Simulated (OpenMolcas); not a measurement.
**Ni3+: from CASSCF to CASPT2**

| Item | Value |
| --- | --- |
| Program | OpenMolcas 26.06 |
| Basis | ANO-R2 [6s5p4d2f1g] |
| Scalar Hamiltonian | X2C, finite nucleus |
| Active space | 7 electrons in 10 orbitals (3d 4d) |
| State averaging | 2S+1 = 4 even, 10 roots; 2S+1 = 2 even, 40 roots |
| Spin-orbit coupling | RASSI with atomic mean-field integrals over the reference wave functions, term energies averaged over their components |

Methods on the same reference wave functions:
A. CASSCF
B. SS-CASPT2, IPEA 0.25 Eh, imaginary shift 0.1 Eh (closed shells correlated: 3s 3p)
C. MS-CASPT2, IPEA 0.25 Eh, imaginary shift 0.1 Eh (closed shells correlated: 3s 3p)

Energies in cm-1 above 3d7 4F 9/2, the measured ground level; measured values from Corliss and Sugar, J. Phys. Chem. Ref. Data 10, 197 (1981).

```
        Level      A      B      C  Measured
   3d7 4F 9/2    0.0    0.0    0.0       0.0
   3d7 4F 7/2   1129   1133   1133      1190
   3d7 4F 5/2   1951   1951   1951      2042
   3d7 4F 3/2   2513   2510   2510      2621
   3d7 4P 5/2  21258  18010  18010     18119
   3d7 4P 3/2  21611  18250  18250     18367
   3d7 2G 9/2  21931  19950  19950     19830
   3d7 4P 1/2  22144  18860  18860     18958
   3d7 2G 7/2  23030  21030  21030     20948
   3d7 2P 3/2  28810  23560  23560     23649
  3d7 2H 11/2  28905  27110  27110     26649
   3d7 2H 9/2  29875  28080  28080     27678
   3d7 2P 1/2  30048  24550  24550     24651
3d7 2D 5/2(1)  31339  27420  27410     27096
3d7 2D 3/2(1)  33137  29050  29060     28778
   3d7 2F 5/2  49655  43720  43720     43438
   3d7 2F 7/2  50161  44230  44230     43859
3d7 2D 3/2(2)  77097  68520  68510     67360
3d7 2D 5/2(2)  77756  69180  69190     67990
```

Deviations, from unrounded energies. A percentage is the sum of absolute deviations over the sum of measured energies, with the sign that they share, or ± where signs differ.

```
                        Against measurement  Levels      A     B     C
             mean absolute deviation (cm-1)      18   3900   300   300
      fine structure of the ground term (%)       3   -4.4  -4.5  -4.5
other terms of the ground configuration (%)      15  +14.5  ±1.1  ±1.1
```

B, C lie about equally close to measurement and A furthest from it. The largest miss of B in the table is 3d7 2D 5/2(2), by +1200 cm-1. The ranking rests on the paired levels alone, and a cruder setting can come out closer through cancelling errors.

Between B and C the level of the table that moves most is 3d7 2D 3/2(2), by 10 cm-1 (lowest in C, highest in B). Moves below CASPT2's spread within the term are not significant.

The two smallest mean deviations differ by little beside CASPT2's spread within terms, so their order carries little weight.

From A to B the spin-free energies of the other terms of 3d7 shown, above 4F, scale by factors of 0.80 to 0.94, as is usual when dynamic correlation screens the repulsion within a d or f shell.

The lowest spin-free term lies below A's lowest term by 0.437 hartree in B, 0.437 hartree in C.

CASPT2 does not keep the components of a term degenerate, so their means are used; among the terms shown or strongly mixed into the levels shown the widest spread is 980 cm-1 (3d7 4F, C). Active for correlation alone: 4d; no level in the range computed is led by a configuration that fills it, so any true level of that kind is missing. Without dynamic correlation excited terms often stand tens of per cent too high (terms of higher spin than the ground term too low), and those without a measured partner can miss by more than the paired ones (holds for A). Some levels mix across a computed gap that differs much from the measured one, so their mixing is not that of the real levels (holds for A). The CASPT2 spread within a term exceeds the gap to the next term for 3d7 2H and 3d7 2D(1), so the order of their levels is uncertain (holds for C). Measured partners are found by configuration, term and J. A level has none where our copy of the source lacks it or the pairing is in doubt (some pairs that miss far off the trend of their configuration count as doubtful), and it then counts in no deviation. Levels of configurations outside the active space are missing.

A number in round brackets counts repeated terms of one configuration in the order of the reference energies.
